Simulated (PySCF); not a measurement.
Problem. Give a GFN2-xTB geometry of `NC(=O)CC(F)F`.

Solution. 
Z-matrix in Å and degrees, rows numbered from 1:
```
N 
C   1  1.3481
O   2  1.2076  1  123.08
C   2  1.5283  1  114.67  3   178.86
C   4  1.5207  2  109.33  1   138.12
F   5  1.3557  4  110.95  2   165.28
F   5  1.3558  4  110.39  2   -77.72
H   1  1.0071  2  118.32  3     1.64
H   1  1.0039  2  122.98  3   177.05
H   4  1.0900  2  112.18  1    16.51
H   4  1.0918  2  108.53  1  -104.50
H   5  1.0997  4  112.58  2    43.43
```

Of the pairs four or more bonds apart, O3···H12 is among the closest relative to their van der Waals radii: 2.50 Å, 92 % of the sum of Bondi's values. N1 (amide nitrogen) is planar (angles 123.0°, 118.5° and 118.3°, sum 359.8°, 0.03 Å off the plane of its three neighbours).

The geometry is computed with GFN2-xTB (gas phase).

Point group: C1 (no symmetry element, even within 0.4 Å). No frequency check. One conformer, not necessarily the lowest (H–N1–C2–O3 2° and 177°, N1–C2–C4–C5 138°, C2–C4–C5–F6 165°).
